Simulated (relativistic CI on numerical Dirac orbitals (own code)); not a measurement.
Gd³⁷⁺: sensitivity of the levels to the model

Base calculation: Dirac-Coulomb-Breit CI, KLI orbitals optimised for each configuration, model QED (radiative potential, 1s self-energy scaled to tabulated hydrogen-like ionisation energies), unscaled Slater integrals.

Configuration list (outside the closed core [Ne]): 3s2 3p6 3d9, 3s2 3p5 3d10, 3s 3p6 3d10, 3s2 3p6 3d8 4s, 3s2 3p6 3d8 4p, 3s2 3p6 3d8 4d, 3s2 3p4 3d10 4s, 3s2 3p4 3d10 4p, 3s2 3p5 3d9 4s, 3s2 3p6 3d8 4f, 3s2 3p4 3d10 4d, 3s2 3p5 3d9 4p, 3s 3p5 3d10 4s, 3s2 3p6 3d7 4s2, 3s 3p5 3d10 4p, 3s2 3p5 3d9 4d. Levels of other configurations are missing.

Variants: (1) P86 correlation estimate; (2) QED terms removed. Shifts of the energy above 3s2 3p6 3d9 2D_5/2, in eV, for the lowest level and the first level of each name with at least 55 % of one term (blank where a level changes its place among those of its configuration and J or its character, or is not in the variant):

```tsv
Level	Base	Δ(1)	Δ(2)
3s2 3p6 3d9 2D_5/2	0.00	0.00	0.00
3s2 3p6 3d9 2D_3/2	32.49	0.00	-0.09
3s2 3p5 3d10 2P°_3/2	344.85	+0.23	+0.27
3s2 3p5 3d10 2P°_1/2	495.62	+0.23	+0.07
3s 3p6 3d10 2S_1/2	684.68	+0.39	+2.41
3s2 3p6 3d8 4s 4F_9/2	1065.06	+1.88	-0.87
3s2 3p6 3d8 4s 2F_7/2	1067.59	+1.88	-0.87
3s2 3p6 3d8 4s 4F_7/2	1096.98	+1.88	-0.96
3s2 3p6 3d8 4s 4F_5/2	1097.49	+1.88	-0.96
3s2 3p6 3d8 4s 4P_3/2	1108.75	+1.88	-0.96
3s2 3p6 3d8 4s 2G_9/2	1109.96	+1.88	-0.96
3s2 3p6 3d8 4s 2G_7/2	1110.33	+1.88	-0.96
3s2 3p6 3d8 4s 2P_1/2	1110.43	+1.88	-0.96
3s2 3p6 3d8 4s 2S_1/2	1154.63	+1.88	-1.04
3s2 3p6 3d8 4p 2P°_1/2	1161.09	+1.96	-0.09
3s2 3p6 3d8 4p 4G°_7/2	1170.35	+1.96	-0.17
3s2 3p6 3d8 4p 4P°_1/2	1180.63	+1.96	-0.18
3s2 3p6 3d8 4p 2H°_9/2	1182.93	+1.96	-0.17
3s2 3p6 3d8 4p 4G°_11/2	1187.72	+1.96	-0.16
3s2 3p6 3d8 4p 4F°_9/2	1190.24	+1.96	-0.16
3s2 3p6 3d8 4p 2D°_5/2	1191.39	+1.96	-0.16
3s2 3p6 3d8 4p 4G°_9/2	1219.66	+1.96	-0.24
```

At this charge energies of transitions that change n are usually good to better than 1 %, and those within a shell (Δn = 0) to a few per cent.

Ionisation energy from the two ground configurations alone: base 2720.31 eV; P86 correlation estimate 2722.47 eV. The NIST ASD value (theoretical) is 2720 eV.

LS names give the leading component of a level, which can be under half, so a name can repeat, a term be missing and a line seem to break the LS rules.
